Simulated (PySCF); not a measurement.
# Radial density of Hf²⁺ (hafnium, charge +2)

BLYP, [Xe] 4f14 5d2, high-spin 3F determinant. Computed with PySCF 2.14 in ANO-RCC-VTZP, with scalar relativity by spin-free X2C-1e.

```csv
r (bohr),4πr²ρ (e/bohr),4πr²(ρα − ρβ)
0.0195,89.64,-0.0011
0.0327,94.82,-0.0008
0.0551,131.0,0.0137
0.0926,103.6,0.0597
0.156,118.7,0.0365
0.262,67.11,-0.0096
0.441,70.89,0.0969
0.741,30.32,-0.0079
1.25,12.03,0.8578
2.10,2.486,0.9271
3.53,0.2266,0.2018
5.93,0.008579,0.0084
9.98,4.779e-05,0.0000
```

Densities and radii are taken from the X2C orbitals without a picture-change correction, which distorts them close to the nucleus.

Spin-orbit coupling, absent here, splits the open shell strongly.

Problem. Where is the radial spin density 4πr²(ρα − ρβ) most negative, and why is it negative at all?

Solution. Around r = 0.262 bohr, down to -0.0096 e/bohr: exchange with the open shell polarises the paired shells in an unrestricted calculation.
